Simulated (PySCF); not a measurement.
## Dipole response of Si⁻ (silicon, charge -1)

[Ne] 3s2 3p3, high-spin 4S determinant. Computed with PySCF 2.14 in aug-cc-pV(5+d)Z, with no relativity, point nucleus. Coupled (time-dependent) response in atomic units; α is the mean over directions.

| method | mean α (bohr³) | C₆ (like pair) | S(−4) |
| --- | --- | --- | --- |
| CAM-B3LYP | 138.0 | 1956 | 10780 |

S(−4) is the Cauchy moment in α(ω) = α(0) + S(−4) ω² + …

α(iu) at CAM-B3LYP:

| u (hartree) | α(iu) (bohr³) |
| --- | --- |
| 0 | 138.0 |
| 0.0500 | 117.1 |
| 0.100 | 85.60 |
| 0.200 | 47.06 |
| 0.300 | 28.95 |
| 0.500 | 13.89 |
| 0.750 | 7.183 |
| 1.00 | 4.382 |
| 1.50 | 2.155 |
| 2.00 | 1.308 |
| 3.00 | 0.6618 |
| 5.00 | 0.2916 |

A single London oscillator, α(iu) = α/(1 + u²/ω²), gives C₆ = (3/4) ω α². Matching the computed C₆ needs ω = 4 × 1956 / (3 × 138.0²) = 0.137 hartree.

For an ion, C₆ is the dispersion term alone; charge-induced terms of lower order in 1/R come first.
